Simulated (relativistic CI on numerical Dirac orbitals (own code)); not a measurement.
What each ingredient does to the levels of Tc²⁺

Base calculation: Dirac-Coulomb-Breit CI, KLI orbitals optimised for each configuration, a model potential for QED, valence Slater integrals scaled by 0.85, P86 correlation energy added to each configuration.

Configuration list (outside the closed core [Ar] 3d10 4s2): 4p6 4d5, 4p6 4d4 5s, 4p6 4d4 5p, 4p6 4d4 4f, 4p6 4d3 5s2, 4p6 4d4 5d, 4p6 4d4 6s, 4p6 4d3 5s 5p, 4p6 4d4 6p, 4p6 4d4 6d, 4p6 4d4 5f, 4p6 4d4 5g, 4p6 4d3 5p2, 4p5 4d6, 4p6 4d3 5s 6s. Levels of other configurations are missing.

Variants: (1) Slater integrals left unscaled; (2) no correlation estimate; (3) QED terms removed; (4) non-relativistic limit. Shifts of the energy above 4p6 4d5 6S_5/2, in cm⁻¹, for the lowest level and the first level of each name with at least 55 % of one term (blank where a level changes its place among those of its configuration and J or its character, or is not in the variant):

| Level | Base | Δ(1) | Δ(2) | Δ(3) | Δ(4) |
| --- | --- | --- | --- | --- | --- |
| 4p6 4d5 6S_5/2 | 0.0 | 0.0 | 0.0 | 0.0 | 0.0 |
| 4p6 4d5 4G_5/2 | 20223.8 | +3534.2 | -6.9 | +1.0 | +524.5 |
| 4p6 4d5 4G_7/2 | 20370.3 | +3519.1 | -6.2 | -0.1 | +377.9 |
| 4p6 4d5 4G_11/2 | 20451.9 | +3525.8 | -4.8 | -0.5 | +296.4 |
| 4p6 4d5 4G_9/2 | 20467.9 | +3513.5 | -5.5 | -0.7 | +280.4 |
| 4p6 4d5 4P_5/2 | 22402.9 | +3969.6 | -42.7 | +3.0 | +1318.3 |
| 4p6 4d5 4P_3/2 | 22650.9 | +3938.3 | -46.3 | +1.5 | +1070.3 |
| 4p6 4d5 4P_1/2 | 22996.7 | +3906.4 | -47.6 | -0.4 | +724.5 |
| 4p6 4d5 4D_7/2 | 24614.5 | +4164.1 | -52.3 | -1.3 | +589.6 |
| 4p6 4d5 4D_1/2 | 24918.8 | +4088.2 | -60.8 | -3.9 | +285.4 |
| 4p6 4d5 4D_3/2 | 25214.2 | +4081.8 | -57.7 | -5.2 | -10.1 |
| 4p6 4d5 4D_5/2 | 25252.7 | +4106.8 | -55.1 | -4.8 | -48.6 |
| 4p6 4d5 2I_11/2 | 29411.5 | +5157.7 | +14.1 | +1.2 | +566.2 |
| 4p6 4d5 2I_13/2 | 29732.2 | +5127.4 | +15.2 | -0.9 | +245.5 |
| 4p6 4d5 2D_3/2 | 32123.6 | +5510.1 | -53.4 | +0.2 | +1198.8 |
| 4p6 4d5 4F_9/2 | 33347.4 | +5800.2 | -39.9 | +0.5 | +760.6 |
| 4p6 4d5 4F_5/2 | 33630.8 | +5732.7 | -38.8 | -1.9 | +477.3 |
| 4p6 4d5 2F_7/2 | 33868.1 | +5640.4 | -46.0 | -4.3 | +249.2 |
| 4p6 4d5 4F_3/2 | 34226.3 | +5650.2 | -48.8 | -5.6 | -118.2 |
| 4p6 4d5 2H_9/2 | 35436.9 | +6127.9 | -23.8 | -0.1 | +1042.1 |
| 4p6 4d5 2H_11/2 | 36504.5 | +6120.0 | -11.1 | -4.5 | -25.4 |
| 4p6 4d5 2G_7/2 | 36575.0 | +6124.3 | -52.5 | -3.8 | +457.5 |

For a near-neutral ion this model can misplace configurations by up to about 10,000 cm⁻¹ (more where the count of f electrons changes) and terms by 10 to 25 % of their spread. Rates follow the energies as ν³ (E1, M1) or ν⁵ (E2), so they and the lifetimes can be off by large factors. The fine structure of a lone outer electron comes out too small, for d and f at times inverted, and misplaced configurations move strength between like terms.

Ionisation energy from the two ground configurations alone: base 29.6 eV; Slater integrals left unscaled 29.87 eV; no correlation estimate 28.38 eV. The NIST ASD value (semi-empirical) is 29.55 eV.

LS names give the leading component of a level, which can be under half, so a name can repeat, a term be missing and a line seem to break the LS rules.
